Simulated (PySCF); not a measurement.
Trend along the chalcogens: MTc molecules

r²SCAN with triple-zeta basis sets in PySCF, for the lowest determinant that a PBE0 search found; no spin–orbit coupling. De refers to high-spin ground-configuration atoms. A positive dipole means M(−)Tc(+).

```csv
M,basis,state (unpaired electrons),Re (Å),ωe (cm⁻¹),De (eV),μ (D)
O,def2-TZVPP,"sextet (σ ↑, π ↑↑, δ ↑↑)",1.716,931,n/a,3.53
S,def2-TZVPP,"sextet (σ ↑, π ↑↑, δ ↑↑)",2.112,519,n/a,4.28
Se,x2c-TZVPPall,"sextet (σ ↑, π ↑↑, δ ↑↑)",2.248,353,n/a,4.22
```

The shortest bond is that of TcO (1.716 Å), the longest that of TcSe (2.248 Å).

The rows differ in basis set, which adds steps of its own.

Down a group the atoms grow and get heavier, so bonds lengthen and wavenumbers fall; this series shows no clear exception.

De is left out where the level can put another filling of the metal’s s and d shells below the measured ground configuration, by anything from nothing to about 1 eV. Spin–orbit coupling is left out, which matters for elements this heavy, above all for dissociation energies. With d or f electrons several states lie close, and the lowest PBE0 determinant need not be the measured ground state.
